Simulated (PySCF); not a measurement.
**Mg: excitation energy**

Mg [Ne] 3s2 (1S) → Mg [Ne] 3p2 (3P), as a difference of total energies. Calculation: PySCF 2.14, in x2c-TZVPPall (5s4p3d, 32 functions); scalar relativity by spin-free X2C-1e. Correlated levels: valence: [Ne] frozen. The calculations carry no spin-orbit coupling.

| method | excitation energy (cm⁻¹) |
| --- | --- |
| UHF | 51261 |
| MP2 (valence) | 55046 |
| SCS-MP2 (valence) | 56648 |
| CCSD (valence) | 56655 |

Errors of the correlated levels include the incompleteness of this basis and the frozen core.

The basis was made for the ground configuration and has no added diffuse functions, so the excitation energy can come out too high.

With two correlated electrons CCSD is exact in that space.

For comparison: 57854 cm⁻¹ (measured; NIST levels, between the centres of gravity of the two terms).
